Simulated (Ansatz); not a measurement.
Cartesian coordinates in Å:
```
C -0.044 -0.128 2.459
C 0.691 -0.103 1.385
C 1.383 -0.075 0.285
Si 0.552 0.042 -1.382
C -1.301 0.126 -1.195
H -0.318 0.787 2.972
H -0.391 -1.067 2.878
H 2.469 -0.122 0.350
H 0.948 -1.141 -2.198
H 1.067 1.250 -2.087
H -1.782 0.194 -2.173
H -1.681 -0.763 -0.687
H -1.592 1.000 -0.608
```

Charge 0, multiplicity 1.

(1) List the PBE/def2-TZVPP orbital energies in eV (Ansatz 0.2.0). (An estimate is asked.)

Answers

(1) Ansatz gave: Occupied: -1779.35, -269.63, -269.00, -268.95, -268.54, -137.10, -93.84, -93.82, -93.81, -19.68, -17.54, -17.10, -13.09, -12.10, -11.10, -10.93, -10.07, -9.98, -8.80, -8.10, -7.78, -6.54, -6.29. Lowest empty: -1.04, -0.72, 0.16, 0.54, 1.31, 1.67, 1.80, 1.81.
